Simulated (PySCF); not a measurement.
Ligand exchange on a metal centre used in film growth or etching (Hf F-H). Isolated molecules, 0 K electronic values unless said otherwise.

The HOMO–LUMO gap from two functionals at the same geometries (PBE-D3(BJ)/def2-SVP), both in PySCF: PBE-D3(BJ)/def2-TZVP and TPSSh-D3(BJ)/def2-TZVP. 

```
species                                TPSSh-D3(BJ)/def2-TZVP (eV)
-------------------------------------  ---------------------------
0 of 4 F replaced by H ([Hf(F)4])                             9.80
1 of 4 F replaced by H                                        6.83
2 of 4 F replaced by H ([Hf(F)2(H)2])                         5.70
4 of 4 F replaced by H                                        5.40
```

### Question
What does PBE-D3(BJ)/def2-TZVP give for each?

### Answer

- 0 of 4 F replaced by H ([Hf(F)4]): 8.37
- 1 of 4 F replaced by H: 5.57
- 2 of 4 F replaced by H ([Hf(F)2(H)2]): 4.37
- 4 of 4 F replaced by H: 4.04
Over these rows, drawn at random from the members with no instability flagged (it was tested for open shells, ions and some series alone), PBE minus TPSSh-D3(BJ): mean -1.34 eV, from -1.43 eV to -1.26 eV.
